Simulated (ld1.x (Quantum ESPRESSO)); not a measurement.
Varying the TM potential for Sb (Z = 51)

Base potential:

```json
{
  "Element": "antimony",
  "Generator": "ld1.x (Quantum ESPRESSO) 7.5",
  "Type": "norm-conserving Troullier–Martins (Kleinman–Bylander form)",
  "Functional": "PBE",
  "Relativity": "scalar-relativistic",
  "Frozen core": "[Kr] 4d10",
  "Valence charge": "5",
  "Reference configuration": "5s2 5p3",
  "Partial waves": "5s (bound): rc 1.40 bohr; 5p (bound): rc 2.25 bohr; 5d channel at 0.1 Ry: rc 1.80 bohr",
  "Local potential": "the d channel",
  "Core correction": "Bessel-smoothed model core inside 1.00 bohr"
}
```

Cutoffs, loose and tight: the cutoffs (Ry, on a coarse ladder) from which the occupation-weighted sum of valence levels, in a spherical-Bessel basis at the reference potential, stays within 10 and 1 mRy of its value at 400 Ry. They do not see the model core or the augmentation charge, which bear on the density cutoff. Test errors are all-electron minus pseudo excitation energies from the reference, over the configurations 5s2 5p2; 5s2 5p1; 5s2 5p0; 5s2 5p3.3; 5s1 5p3; 5s0 5p5; 5s2 5p2.5. A dash means not determined; rows that change the core or the reference have their own tests.

A true bound ghost makes a file unfit for plane-wave use even where its test errors are small: the radial tests pick states by their node count and pass the ghost by.

```tsv
change	outcome	cutoff, loose	cutoff, tight	bound ghosts	largest test error (meV)
base	generated	45 Ry	180 Ry	s, p	-143
wave 5d channel at 0.1 Ry: rc 1.80 bohr becomes 5d channel at -0.12 Ry: rc 1.80 bohr	generated	45 Ry	180 Ry	s, p	-146
wave 5d channel at 0.1 Ry: rc 1.80 bohr becomes 5d channel at 0.02 Ry: rc 1.80 bohr	generated	45 Ry	180 Ry	s, p	-144
wave 5d channel at 0.1 Ry: rc 1.80 bohr becomes 5d channel at 0.16 Ry: rc 1.80 bohr	generated	45 Ry	180 Ry	s, p	-143
wave 5d channel at 0.1 Ry: rc 1.80 bohr becomes 5d channel at 0.38 Ry: rc 1.80 bohr	generated	45 Ry	180 Ry	s, p	-141
wave 5d channel at 0.1 Ry: rc 1.80 bohr becomes 5d channel at 0.75 Ry: rc 1.80 bohr	generated	45 Ry	180 Ry	s, p	-142
wave 5d channel at 0.1 Ry: rc 1.80 bohr becomes 5d channel at 1.55 Ry: rc 1.80 bohr	generated	45 Ry	180 Ry	s, p	-148
wave 5d channel at 0.1 Ry: rc 1.80 bohr becomes 5d channel at 2.22 Ry: rc 1.80 bohr	generated	45 Ry	180 Ry	s, p	-153
wave 5d channel at 0.1 Ry: rc 1.80 bohr becomes 5d channel at 4.12 Ry: rc 1.80 bohr	generated	45 Ry	180 Ry	s, p	-161
```

(1) What comes out with this change to the base: wave 5d channel at 0.1 Ry: rc 1.80 bohr becomes 5d channel at -0.19 Ry: rc 1.80 bohr?

(2) What comes out with this change to the base: wave 5d channel at 0.1 Ry: rc 1.80 bohr becomes 5d channel at 5.85 Ry: rc 1.80 bohr?

Results:

(1) outcome: generated; cutoff, loose: 45 Ry; cutoff, tight: 180 Ry; bound ghosts: s, p, d (extra level of the local part); largest test error (meV): -147.

(2) outcome: generated; cutoff, loose: 45 Ry; cutoff, tight: 180 Ry; bound ghosts: s; largest test error (meV): -171.
